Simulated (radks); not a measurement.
The nuclear charge of neutral tungsten is varied continuously with 74 electrons held in [Xe] 4f14 5d4 6s2. Calculated with a radial shooting solver on a logarithmic mesh with Libxc functionals: scalar-relativistic Kohn-Sham, r2SCAN, spin-unpolarised, spherical densities, finite nucleus; meta-GGA in the generalised Kohn-Sham scheme; Fermi nuclear charge, rms radius 5.3658 fm. By the Hellmann-Feynman theorem dE/dZ = E(electron-nucleus)/Z, the electronic potential at the nucleus (averaged over a nucleus of fixed radius). The scalar-relativistic energy here is not variational (the density holds large components alone), so the two differ by a part that grows with Z.

Z	E (hartree)	E(electron-nucleus)/Z (hartree)	HOMO	e(HOMO) (eV)	<r> HOMO (bohr)
73.8	-16033.2504	-537.046	5d	-2.769	2.145
74	-16141.7163	-539.278	5d	-4.499	2.062
74.2	-16250.6371	-541.510	5d	-6.365	1.991
74.4	-16360.0129	-543.742	5d	-8.354	1.930
74.6	-16469.8439	-545.974	6s	-10.450	2.928
74.8	-16580.1304	-548.208	6s	-12.120	2.857
75	-16690.8726	-550.444	6s	-13.858	2.790

The central difference of E at Z = 74 is -543.467 hartree, to compare with the third column; the second derivative is -11.4 hartree.
